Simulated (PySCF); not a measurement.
silole (C4H6Si), SMILES C1=C[SiH2]C=C1. Coordinates come from a TPSSh-D3(BJ)/def2-SVP optimisation.

These are TPSSh-D3(BJ)/def2-SVP in PySCF values and carry that method's errors.

Harmonic wavenumbers (cm⁻¹): 240, 375, 494, 547, 620, 678, 706, 735, 753, 766, 884, 942, 969, 1004, 1004, 1100, 1110, 1302, 1364, 1553, 1624, 2243, 2247, 3146, 3160, 3209, 3211. Rotational constants (GHz): 6.664, 4.887, 2.915; symmetry number 2.

Problem. Work out the zero-point energy and the ideal-gas rigid-rotor harmonic-oscillator thermochemistry at 298.15 K and 1 atm.

Solution. ZPE = ½ Σ hcν = ½ × 35986 cm⁻¹ = 215.25 kJ/mol. H − E(el) = 230.97 kJ/mol. Entropy in J/(mol K): translation 163.73, rotation 101.47, vibration 27.74, total 292.95. G − E(el) = 143.62 kJ/mol. Cp = 90.40 J/(mol K).
